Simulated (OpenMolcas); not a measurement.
Re3+: effect of the active space

```
Program             : OpenMolcas
Method              : CASSCF or its RAS form
Basis               : ANO-RCC-VQZP
Scalar Hamiltonian  : DKH2, point nucleus
Spin-orbit coupling : state interaction with AMFI integrals over the reference wave functions, term energies averaged over their components
```

A. 4 electrons in 5 orbitals (5d); 2S+1 = 5 even, 5 roots; 2S+1 = 3 even, 45 roots; 2S+1 = 1 even, 50 roots; cost of the order of 40 core-seconds
B. 10 electrons in 8 orbitals (RAS1 5p, at most 2 holes; RAS2 5d); 2S+1 = 5 even, 5 roots; 2S+1 = 3 even, 45 roots; 2S+1 = 1 even, 50 roots; cost about 100 core-seconds
C. 4 electrons in 10 orbitals (5d 6d); 2S+1 = 5 even, 5 roots; 2S+1 = 3 even, 45 roots; 2S+1 = 1 even, 50 roots; cost roughly 80 core-seconds

Energies in cm⁻¹ above 5d⁴ ⁵D₀, the measured ground level; measured values from the list in Brasseur, Gamrath and Quinet, At. Data Nucl. Data Tables 157, 101636 (2024).

```tsv
Level	A	B	C	Measured
5d⁴ ⁵D₀ [74 %]	0.0	0.0	0.0	0.0
5d⁴ ⁵D₁	2534	2907	2587	3084
5d⁴ ⁵D₂	5265	5844	5335	5979
5d⁴ ⁵D₃	7772	8430	7863	8350
5d⁴ ⁵D₄	9945	10581	10064	10121
5d⁴ ³P₀(1) [61 %]	17838	17030	17431	
5d⁴ ³H₄ [57 %]	19257	20198	18894	16946
5d⁴ ³G₃ [56 %]	23304	23686	22915	19817
5d⁴ ³H₅	23307	24718	23060	20930
5d⁴ ³P₁(1)	23934	23269	23609	19340
5d⁴ ³F₂(1)	24397	24201	24022	19851
5d⁴ ³H₆	25276	26919	25076	22896
5d⁴ ³P₂(1) [59 %]	29715	29337	29423	
5d⁴ ³F₃(1) [58 %]	30930	31428	30630	26476
5d⁴ ³D₃ [75 %]	33316	33380	32979	28526
5d⁴ ³G₅	33497	34741	33354	30052
5d⁴ ¹I₆	35702	37767	35465	32396
5d⁴ ³D₁	36810	36822	36429	31543
5d⁴ ¹G₄(1) [52 %]	40916	41616	40661	
5d⁴ ¹S₀(1)	42324	41141	41953	36484
5d⁴ ¹F₃ [68 %]	46065	46108	45607	38458
5d⁴ ³P₂(2)	50734	49551	50080	
5d⁴ ³F₄(2)	52340	51601	51734	
5d⁴ ³F₂(2) [70 %]	54291	53835	53479
```

Deviations, from unrounded energies. A percentage is the sum of absolute deviations over the sum of measured energies, with the sign that they share, or ± where signs differ.

```csv
Against measurement,Levels,A,B,C
mean absolute deviation (cm-1),17,3300,3600,3100
fine structure of the ground term (%),4,-7.3,±3.1,-6.1
other terms of the ground configuration (%),13,+15.8,+17.6,+14.6
```

C lies closest to measurement on these levels and B furthest from it. The largest miss of C in the table is 5d⁴ ¹F₃ [68 %], by +7100 cm-1. The ranking rests on the paired levels alone, and a cruder setting can come out closer through cancelling errors.

Among A to C the level of the table that moves most is 5d⁴ ¹I₆, by 2300 cm-1 (lowest in C, highest in B).

Without dynamic correlation excited terms often stand tens of per cent too high (terms of higher spin than the ground term too low), and those without a measured partner can miss by more than the paired ones. Some levels mix across a computed gap that differs much from the measured one, so their mixing is not that of the real levels. Active for correlation alone: 5p; no level in the range computed is led by a configuration that opens it, so any true level of that kind is missing (holds for B). Active for correlation alone: 6d; no level in the range computed is led by a configuration that fills it, so any true level of that kind is missing (holds for C). Computed and measured levels are paired by configuration, term and J; levels that our copy of the source lacks, or whose pairing is in doubt (as where it misses far off the trend of its configuration), stay unpaired and out of the deviations. Levels of configurations outside the active space are missing. Levels that lie high or do not pair safely by name in every column are left out.

A share in square brackets marks a mixed level and gives the weight of the term that names it, the lowest over the columns. A number in round brackets counts repeated terms of one configuration in the order of the reference energies.
